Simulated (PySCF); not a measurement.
NICS in one family of compounds.

Probes without a nucleus sit at each ring's centroid and 1 Å off its mean plane on both sides; NICS is minus the shielding there, NICSzz its component along the normal. Level: GIAO PBE0/pcSseg-1 (PySCF, non-relativistic, gas phase) on the GFN2-xTB geometries, one conformer each. Atom numbers follow the mapped SMILES.

Task: Order these rings by mean NICS(1)zz, lowest (most negative) first (ppm).
A. ring C3–N4–N5–S6–C7 in `[CH3:1][O:2][c:3]1[n:4][n:5][s:6][c:7]1[CH:8]=[O:9]`
B. ring C3–N4–N5–S6–C7 in `[CH3:1][O:2][c:3]1[n:4][n:5][s:6][c:7]1[F:8]`
C. ring C3–N4–N5–S6–C7 in `[CH3:1][O:2][c:3]1[n:4][n:5][s:6][c:7]1[O:8][CH3:9]`
D. ring C3–C4–S5–N6–N7 in `[CH3:1][S:2][c:3]1[cH:4][s:5][n:6][n:7]1`
E. ring C3–N4–N5–S6–C7 in `[CH3:1][O:2][c:3]1[n:4][n:5][s:6][c:7]1[C:8]([F:9])([F:10])[F:11]`
F. ring C2–C3–S4–N5–N6 in `[SiH3:1][c:2]1[cH:3][s:4][n:5][n:6]1`

Result: F (-35.5), D (-32.0), E (-28.3), A (-26.7), B (-24.9), C (-23.8).

| SMILES | ring | NICS(0) | NICS(1) | NICS(1)zz | HOMA | rms pucker (Å) | ring atoms with four or more neighbours |
| --- | --- | --- | --- | --- | --- | --- | --- |
| [SiH3]c1csnn1 | 5-membered ring with 2 N and S; formal bonds all aromatic | -13.6 | -14.3 | -35.5 | – | 0.00 | 0 |
| CSc1csnn1 | 5-membered ring with 2 N and S; formal bonds all aromatic | -12.4 | -13.3 | -32.0 | – | 0.00 | 0 |
| COc1nnsc1C(F)(F)F | 5-membered ring with 2 N and S; formal bonds all aromatic | -12.1 | -12.4 | -28.3 | – | 0.00 | 0 |
| COc1nnsc1C=O | 5-membered ring with 2 N and S; formal bonds all aromatic | -10.7 | -11.9 | -26.7 | – | 0.00 | 0 |
| COc1nnsc1F | 5-membered ring with 2 N and S; formal bonds all aromatic | -10.8 | -11.1 | -24.9 | – | 0.00 | 0 |
| COc1nnsc1OC | 5-membered ring with 2 N and S; formal bonds all aromatic | -10.6 | -10.9 | -23.8 | – | 0.00 | 0 |

NICS(0) gives another order. The isotropic NICS(1) gives the same order. NICS(1) and NICS(1)zz are means over the two faces.
